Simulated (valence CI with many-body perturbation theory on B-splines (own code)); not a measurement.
## Ag16+: fill in the table

Method: relativistic CI+MBPT: three valence electrons over a frozen Dirac-Fock core [Ar] 3d10, a basis of 11 s, 11 p, 10 d, 8 f, 5 g, 2 h functions for each j, with the one-electron correlation potential Σ1 (screened to all orders), the two-electron term Σ2, the three-electron term Σ3, Breit, model QED; selected single and double excitations, second order for the rest, scaled by the run's own slope (own B-spline code, finite nucleus).

No measured levels were compared; by estimate levels hold to about 250 cm⁻¹ or 0.2 % of their energy and the worst to 1 %, as in measured heavy ions of charge 2 to 7; those with d or f electrons hold less well.

| Level | E (cm⁻¹) |
| --- | --- |
| 4s2.4p 2P°_1/2 | 0 |
| 4s2.4p 2P°_3/2 | 60325 |
| 4s.4p2 4P_1/2 | 278290 |
| 4s.4p2 4P_3/2 | ? |
| 4s.4p2 4P_5/2 | ? |
| 4s.4p2 2D_3/2 | 380160 |
| 4s.4p2 2D_5/2 | ? |
| 4s.4p2 2P_1/2 | 415250 |
| 4s.4p2 2S_1/2 | 475100 |
| 4s.4p2 2P_3/2 | 482970 |
| 4s2.4d 2D_3/2 | ? |
| 4s2.4d 2D_5/2 | 610670 |
| 4p3 4S°_3/2 [a] | 691150 |
| 4p3 4S°_3/2 [b] | ? |
| 4p3 2D°_5/2 | ? |
| 4p3 2P°_1/2 | 779180 |
| 4p3 2P°_3/2 | 814910 |
| 4s.4p.4d 4F°_3/2 | 820790 |
| 4s.4p.4d 4F°_5/2 | 831630 |
| 4s.4p.4d 4F°_7/2 | 851130 |

Names give the largest LS component (configuration and term), which can be under half, so a name can repeat, a term be missing and a line seem to break the LS rules; names also repeat where a configuration has a term twice. Letters in brackets count levels of one name in rising energy.

(1) The levels stand in rising order. What does the calculation give for the missing energies?

## Answers

(1) 4s.4p2 4P_3/2 311990; 4s.4p2 4P_5/2 333790; 4s.4p2 2D_5/2 402040; 4s2.4d 2D_3/2 600560; 4p3 4S°_3/2 [b] 729540; 4p3 2D°_5/2 733850.
